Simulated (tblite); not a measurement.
C3H6N2O2Si.
SMILES with atom numbers: `[CH3:1][SiH2:2][O:3][c:4]1[n:5][cH:6][n:7][o:8]1` (hydrogens: H9, H10, H11 on C1; H12, H13 on Si2; H14 on C6)

Geometry (GFN2-xTB, Å), atoms numbered from 1 in this order:
```
atom  x, y, z in Å
C1     2.0395    0.4525   -0.6914
Si2    1.4466   -0.3639    0.9105
O3     0.0169   -1.1974    0.6318
C4    -1.0745   -0.6418    0.2395
N5    -1.2897    0.6204    0.0004
C6    -2.5942    0.6231   -0.3691
N7    -3.1465   -0.5473   -0.3628
O8    -2.1549   -1.4022    0.0383
H9     1.3199    1.1940   -1.0320
H10    2.1596   -0.2797   -1.4876
H11    2.9941    0.9515   -0.5571
H12    2.2100   -1.5317    1.3309
H13    1.1951    0.6099    1.9695
H14   -3.1227    1.5121   -0.6431
```

Computed with GFN2-xTB (tblite): harmonic, unscaled wavenumbers at the GFN2-xTB geometry, gas phase. The method is semi-empirical: single wavenumbers can be off by several per cent or more. Modes of hydrogen on silicon can be 10 to 20 % off. One conformer, not necessarily the lowest.

Harmonic wavenumbers (cm⁻¹): 47.6, 65.9, 95.8, 127.6, 197.7, 329.2, 383.6, 461.4, 590.3, 633.9, 682.0, 701.8, 732.0, 747.3, 776.9, 821.6, 826.8, 845.7, 869.0, 948.4, 997.0, 1055.1, 1124.7, 1260.9, 1324.9, 1362.7, 1463.0, 1468.0, 1517.0, 1626.2, 2277.2, 2318.2, 3019.4, 3027.8, 3055.5, 3200.2.

A = 4577, B = 1083, C = 953.6 MHz; mass 130.020 u (most abundant isotopes); point group C1, symmetry number 1.

Task: Zero-point energy?

Result: Half the sum of the wavenumbers: 20491 cm⁻¹ = 58.59 kcal/mol.

Task: What is S at 200 K and 1 bar for an ideal gas of classical rigid rotors and harmonic oscillators?

Result: Translation 38.54, rotation 27.42, vibration 16.35: S = 82.3 cal/(mol K).

Task: And Cp and H(200 K) − H(0)?

Result: Cp = 24.01 cal/(mol K), of which vibrations give 16.06 (their classical limit is 36 R = 71.5); H(200 K) − H(0) = 3.28 kcal/mol without the zero-point energy, 1.70 from vibrations.

Task: Blend soft modes into free rotors: weight 1/[1 + (100 cm⁻¹/ν̃)⁴] for the oscillator and the rest for a rotor with moment μB/(μ + B), μ = h/(8π²ν), B = 10⁻⁴⁴ kg m². What vibrational entropy results?

Result: 14.83 cal/(mol K) in place of 16.35, which changes −T·S at 200 K by +0.30 kcal/mol.

Task: What must be added to the electronic energy to get the Gibbs energy at 200 K and 1 bar?

Result: ZPE + [H(200 K) − H(0)] − T·S = 58.59 + 3.28 − 16.46 = 45.41 kcal/mol.

Hindered rotation and anharmonicity are outside this model. Other conformers, if any are populated, would add a mixing term that is left out. The structure is chiral; the term R ln 2 for an equal mix with its mirror image is left out.

The run took 1.2 s on one thread, Intel Xeon at 2.50 GHz (x86_64), no GPU, shared host with 64 logical CPUs at a one-minute load of 11. The figure is for the frequency step alone.
